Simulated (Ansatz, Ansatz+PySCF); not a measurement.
```xyz
2

Cu    0.0000    0.0000   -0.0531
H     0.0000    0.0000    1.5411
```

Basis set: def2-SVP (spherical functions). Correlated methods keep 5 orbitals frozen. Charge 0, multiplicity 1.

Computed with Ansatz (development build ahead of 0.2.0); each method stands on the lowest determinant of its kind that the runs found. Restricted open shells among the atoms or ions are ROHF, correlated in semicanonical orbitals with singles.

The atomization energy at this shape (free ground-state atoms in the same class of orbitals less the molecule, no zero-point energy) of singlet CuH:

| method | atomization energy |
| --- | --- |
| RHF-MP2 | 225.4 kJ/mol |
| RHF-CCSD(T) | 239.7 kJ/mol |

Problem. What does RHF give?

Solution. 133.4 kJ/mol.
